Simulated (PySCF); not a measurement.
Write Cartesian coordinates for `OB(P)C1CC1` as optimised with PBE0-D3(BJ)/def2-SVP.

```xyz
14
C3H8BOP angstrom
O      1.4976   -0.9778    1.6310
B      0.8823   -0.4709    0.5312
P      1.8985   -0.1009   -1.0914
C     -0.6630   -0.3308    0.5811
C     -1.4941   -0.3932   -0.6867
C     -1.3563    0.9010    0.0232
H      2.4542   -1.0453    1.5581
H      1.2524    1.1138   -1.4603
H      3.0111    0.5371   -0.4634
H     -1.1328   -0.7576    1.4745
H     -0.9679   -0.5307   -1.6366
H     -2.4506   -0.9195   -0.6326
H     -2.2141    1.2802    0.5846
H     -0.7364    1.6829   -0.4246
```

Orientation and origin are arbitrary. Atoms count from 1 in this order. P3 (three-coordinate phosphorus) is pyramidal (angles 98.1°, 97.2° and 94.9°, sum 290.2°, 0.79 Å off the plane of its three neighbours). Of the pairs four or more bonds apart, H8···H14 is among the closest relative to their van der Waals radii: 2.31 Å, 96 % of the sum of Bondi's values. The C–C distances run from 1.483 Å (C5–C6, drawn single) to 1.520 Å (C4–C6, drawn single), a spread of 0.037 Å. O1 (boron-bound oxygen) is bent (angle 114.5°).

Bonds between heavy atoms (Å): O1–B2 1.358, B2–P3 1.950, B2–C4 1.553, C4–C5 1.517, C5–C6 1.483, C4–C6 1.520.

Method: PBE0-D3(BJ)/def2-SVP geometry optimisation, gas phase (PySCF).

Point group: C1 (no symmetry element, even within 0.4 Å). PBE0-D3(BJ)/def2-SVP frequencies: not computed here. The numbers are those of one conformer (H–O1–B2–P3 6°, O1–B2–P3–H -141° and -45°, O1–B2–C4–C5 -152°).

The run took 81 s on one thread of an Arm Neoverse V1, no GPU, shared host with 32 logical CPUs at a one-minute load of 26, and the process peaked at 0.51 GiB of memory. This is the geometry optimisation.
